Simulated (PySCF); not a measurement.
C3H6F2Ge, SMILES C=[CH][Ge]([CH3])([F])[F], singlet, PBE0/def2-SVP optimised geometry.

```
12

C     -1.41     1.72    -0.94
C     -0.59     1.24     0.00
Ge     0.02    -0.58     0.00
C     -0.59    -1.77    -1.38
F      1.76    -0.58     0.00
F     -0.36    -1.27     1.55
H     -1.79     1.09    -1.76
H     -1.76     2.76    -0.93
H     -0.24     1.90     0.80
H     -0.15    -2.76    -1.22
H     -1.69    -1.86    -1.36
H     -0.28    -1.40    -2.37
```

Density from PBE0/def2-TZVP run with PySCF 2.14.0 at that geometry.

Minimum of the electron density along straight lines between bonded atoms, close to the bond critical point (lines longer than 1.1 times the sum of covalent radii, or with two minima, are not listed):

| bond | length / Å | ρ at the minimum / e bohr⁻³ | ∇²ρ there / e bohr⁻⁵ | position (fraction from the first atom) |
|---|---|---|---|---|
| C1–C2 | 1.336 | … | -1.04 | 0.50 |
| C2–Ge3 | 1.919 | 0.138 | … | 0.53 |
| Ge3–C4 | 1.924 | 0.137 | … | 0.47 |
| Ge3–F5 | 1.738 | 0.142 | 0.81 | 0.48 |
| Ge3–F6 | 1.738 | 0.142 | 0.81 | 0.48 |
| C1–H7 | 1.096 | 0.278 | -0.97 | 0.65 |
| C1–H8 | 1.096 | 0.278 | -0.98 | 0.65 |
| C2–H9 | 1.096 | 0.276 | -0.95 | 0.65 |
| C4–H10 | 1.099 | 0.269 | -0.89 | 0.65 |
| C4–H11 | 1.099 | 0.269 | -0.89 | 0.64 |
| C4–H12 | 1.099 | 0.269 | -0.89 | 0.64 |

### Question
What belongs in the gaps?

### Answer

- C1–C2, ρ at the minimum / e bohr⁻³: 0.347
- C2–Ge3, ∇²ρ there / e bohr⁻⁵: 0.11
- Ge3–C4, ∇²ρ there / e bohr⁻⁵: 0.08
